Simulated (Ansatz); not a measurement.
Ideal-gas functions of CdH₃NO, SMILES `[NH2][Cd][OH]` at 400 K and 1 bar, from an Ansatz frequency run at PBE0-D4/def2-TZVP.

Molar mass 145.44 g/mol, point group Cs (symmetry number 1), electronic degeneracy 1, moments of inertia 2.563, 135.837, 135.926 u Å². Harmonic wavenumbers (cm⁻¹, unscaled): 143, 148, 160, 524, 604, 642, 789, 821, 1563, 3523, 3616, 3896.

Use S(trans) = R[1.5 ln M + 2.5 ln T − 1.1517]; rotational temperatures θ = 24.2544 K / I; S(rot) = R[ln(√π/σ · √(T³/θAθBθC)) + 1.5]; for each mode x = 1.438777 ν̃/T, S = R[x/(eˣ − 1) − ln(1 − e⁻ˣ)] and H = RT x/(eˣ − 1); 1 cm⁻¹ = 0.0119627 kJ/mol; R = 8.31446 J/(mol·K).

Q: By hand: the entropy, in J/(mol·K).

A: Translation 177.1. Rotation: θ = 9.4633, 0.1786, 0.1784 K, giving 96.9. Vibration, mode by mode: 13.93, 13.65, 13.02, 4.18, 3.33, 2.99, 1.97, 1.80, 0.20, 0.00, 0.00, 0.00, in all 55.1. Electronic 0.0. Sum 329.1 J/(mol·K).

Q: By hand: H − E and G − E in kJ/mol, counted from the electronic energy.

A: Zero-point energy ½ × 16429 × 0.0119627 = 98.3; thermal vibration 11.6; translation, rotation and pV give 4 RT = 13.3. H − E = 123.2 kJ/mol, and G − E = 123.2 − 400 × 329.1/1000 = -8.4 kJ/mol.

Vibration gives 17 % of the entropy, 27.6 J/(mol·K) of it from the modes under 150 cm⁻¹: soft modes count most, and the harmonic formula is weakest for them. The sum counts one conformer and one mirror image; others add a mixing term.
